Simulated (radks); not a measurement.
Species: Fe. Configuration: [Ar] 3d6 4s2.

All-electron calculation, non-relativistic Kohn-Sham, LB94 model potential, spin-polarised, spherical densities, point nucleus; open shells are filled with parallel spins first. Program: a radial shooting solver on a logarithmic mesh with Libxc functionals.

Energy parts (eV):
part                  energy
kinetic            34533.935
electron-nucleus  -82101.196
Hartree            14700.157
(The LB94 potential has no energy functional, so no total or exchange-correlation energy is given.)

Orbitals (lengths in bohr, moments of r in powers of bohr; <r^-3> diverges for s and p1/2; r(max) is where P^2 peaks):
[
 {"orbital": "1s down", "occ.": "1", "eigenvalue (eV)": "-7002.349", "r(max)": "0.03896", "<r^-3>": "-"},
 {"orbital": "1s up", "occ.": "1", "eigenvalue (eV)": "-7002.317", "r(max)": "0.03896", "<r^-3>": "-"},
 {"orbital": "2s down", "occ.": "1", "eigenvalue (eV)": "-826.6538", "r(max)": "0.2253", "<r^-3>": "-"},
 {"orbital": "2s up", "occ.": "1", "eigenvalue (eV)": "-826.0841", "r(max)": "0.2253", "<r^-3>": "-"},
 {"orbital": "2p down", "occ.": "3", "eigenvalue (eV)": "-716.7076", "r(max)": "0.1806", "<r^-3>": "470.4"},
 {"orbital": "2p up", "occ.": "3", "eigenvalue (eV)": "-716.2243", "r(max)": "0.1806", "<r^-3>": "470.3"},
 {"orbital": "3s up", "occ.": "1", "eigenvalue (eV)": "-98.5041", "r(max)": "0.7090", "<r^-3>": "-"},
 {"orbital": "3s down", "occ.": "1", "eigenvalue (eV)": "-95.3223", "r(max)": "0.7101", "<r^-3>": "-"},
 {"orbital": "3p up", "occ.": "3", "eigenvalue (eV)": "-66.5826", "r(max)": "0.7165", "<r^-3>": "57.86"},
 {"orbital": "3p down", "occ.": "3", "eigenvalue (eV)": "-63.5205", "r(max)": "0.7182", "<r^-3>": "57.41"},
 {"orbital": "3d up", "occ.": "5", "eigenvalue (eV)": "-14.9995", "r(max)": "0.7037", "<r^-3>": "5.310"},
 {"orbital": "3d down", "occ.": "1", "eigenvalue (eV)": "-12.3839", "r(max)": "0.7059", "<r^-3>": "5.257"},
 {"orbital": "4s up", "occ.": "1", "eigenvalue (eV)": "-9.7536", "r(max)": "2.277", "<r^-3>": "-"},
 {"orbital": "4s down", "occ.": "1", "eigenvalue (eV)": "-8.2535", "r(max)": "2.371", "<r^-3>": "-"}
]

The highest occupied level is 4s down at -8.254 eV. Spin moment in Bohr magnetons: 4. The electron density at the nucleus is 1.193e+04 e/bohr^3. The spin density at the nucleus is 1.1266 e/bohr^3 (1s 0.0687, 2s -0.2567, 3s 0.5337, 4s 0.7810), a Fermi contact field of 59.1 T. The density falls to 0.001 e/bohr^3 at r = 4.35 bohr. Summed over all electrons, <r^2> = 35.88 bohr^2, which gives a Langevin (diamagnetic) susceptibility term of -28.4 x 10^-6 cm^3/mol.
